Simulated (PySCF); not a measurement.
C₂V, SMILES [C]1[C][V]1 (connectivity only; charge and spin as stated), neutral, multiplicity 4. Coordinates come from a PBE-D3(BJ)/def2-TZVP optimisation. The multiplicity is an assumed one; other spin states were not compared.

The numbers are results of PBE-D3(BJ)/def2-TZVP (PySCF 2.14.0), not measurements.

Harmonic wavenumbers (cm⁻¹): 449, 591, 1566. Rotational constants (GHz): 48.69, 9.821, 8.172; symmetry number 2.

Question: Work out the zero-point energy and the ideal-gas rigid-rotor harmonic-oscillator thermochemistry at 298.15 K and 1 atm.

Answer: ZPE = ½ Σ hcν = ½ × 2605 cm⁻¹ = 15.58 kJ/mol. H − E(el) = 26.64 kJ/mol. Entropy in J/(mol K): translation 162.59, rotation 86.02, vibration 5.33, spin 11.53, total 265.45. G − E(el) = -52.51 kJ/mol. Cp = 43.61 J/(mol K).
